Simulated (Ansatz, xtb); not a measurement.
Relative energy of two isomers of C3H7NSeSi2

Structure X is `C=C[Si@H](C#N)[Se][SiH3]`, a singlet and structure Y is `N#C[Si@@H]1C[SiH2][Se]C1`, a singlet. Both are isolated molecules in the gas phase, relaxed with PBE-D3(BJ)/def2-SVP; the shapes shown needn't be the lowest conformers.

X (Å):

```yaml
atoms:
  - { symbol: C, position_ang: [3.1416, 1.4884, 0.4219] }
  - { symbol: C, position_ang: [2.2024, 1.1399, -0.4784] }
  - { symbol: C, position_ang: [-0.6040, 0.0316, -0.4889] }
  - { symbol: N, position_ang: [-1.7351, 0.3477, -0.5081] }
  - { symbol: Se, position_ang: [1.5274, -1.5922, 1.5826] }
  - { symbol: Si, position_ang: [1.2018, -0.4377, -0.3698] }
  - { symbol: Si, position_ang: [0.2688, -0.1556, 2.8974] }
  - { symbol: H, position_ang: [3.7246, 2.4200, 0.3241] }
  - { symbol: H, position_ang: [3.3615, 0.8504, 1.2964] }
  - { symbol: H, position_ang: [2.0023, 1.8056, -1.3393] }
  - { symbol: H, position_ang: [1.4746, -1.3833, -1.5012] }
  - { symbol: H, position_ang: [0.6791, -0.4745, 4.3059] }
  - { symbol: H, position_ang: [-1.1973, -0.4064, 2.7080] }
  - { symbol: H, position_ang: [0.5987, 1.2709, 2.5651] }
```

Y (Å):

```xyz
14

C    -1.3698    0.3966    0.7736
C    -0.4636   -2.3740   -0.1376
C     1.2761    0.0649   -0.6644
N    -1.9328    0.9838    1.6198
Se    2.2035   -0.6607    0.9414
Si   -0.5132   -0.5432   -0.5937
Si    1.1654   -2.7238    0.7876
H    -1.2851   -0.2628   -1.8527
H    -1.3346   -2.6390    0.4958
H    -0.5154   -2.9906   -1.0593
H     1.9880   -3.7180    0.0109
H     0.9674   -3.2487    2.1807
H     1.7989   -0.2516   -1.5895
H     1.3389    1.1684   -0.5873
```

Q: Which of the two would you expect CCSD(T)/def2-SVP + ΔMP2/def2-TZVPP electronic energies to favour?

A: Structure Y; the calculation gives E(Y) − E(X) = −63.2 kJ/mol.

How the difference moves with the method:

```tsv
level	geometry	E(Y) − E(X) (kJ/mol)	departure from the last row (kJ/mol)	job, with rough time for the two
GFN2-xTB	GFN2-xTB	+11.2	+74.4	optimisation, 0.54 s
HF/STO-3G	GFN2-xTB	−167.5	−104.3	single point, 0.7 s
r2SCAN-D4/def2-SVP	GFN2-xTB	−71.1	−7.8	single point, 4.8 s
PBE-D3(BJ)/def2-SVP	PBE-D3(BJ)/def2-SVP	−68.2	−5.0	optimisation, 87 s
HF/def2-SVP	PBE-D3(BJ)/def2-SVP	−38.4	+24.9	part of the CCSD(T) run
MP2/def2-SVP	PBE-D3(BJ)/def2-SVP	−58.5	+4.8	part of the CCSD(T) run
CCSD(T)/def2-SVP	PBE-D3(BJ)/def2-SVP	−46.9	+16.3	single point
CCSD(T)/def2-SVP + ΔMP2/def2-TZVPP	PBE-D3(BJ)/def2-SVP	−63.2		single point, 2 min
```

As drawn, Y has 2 C–Si, 1 C–Se, 1 C–H in place of 1 C=C, 1 Se–Si, 1 Si–H. Structure X has no ring, Y a 5-membered ring.

GFN2-xTB puts the two in the other order. The largest departure from CCSD(T)/def2-SVP + ΔMP2/def2-TZVPP is that of HF/STO-3G, 104.3 kJ/mol. The last row adds to CCSD(T) the change of the MP2 difference between the two basis sets, here −16.3 kJ/mol, a large step that makes the value less sure.

With thermal terms from frequencies at re-optimised GFN2-xTB minima (ideal gas, soft modes damped towards free rotors, one conformer each, 298.15 K, 1 atm): the zero-point term adds +10.4 kJ/mol; ΔH is −57.3 and ΔG −45.7 kJ/mol.

The correlated steps freeze 23 core orbitals; the filled d shell of Se is correlated, in a basis made for valence electrons. Codes used: Ansatz 0.2.0, xtb 6.7.1; the last row on 4 threads of Arm Neoverse V1 on a shared host.
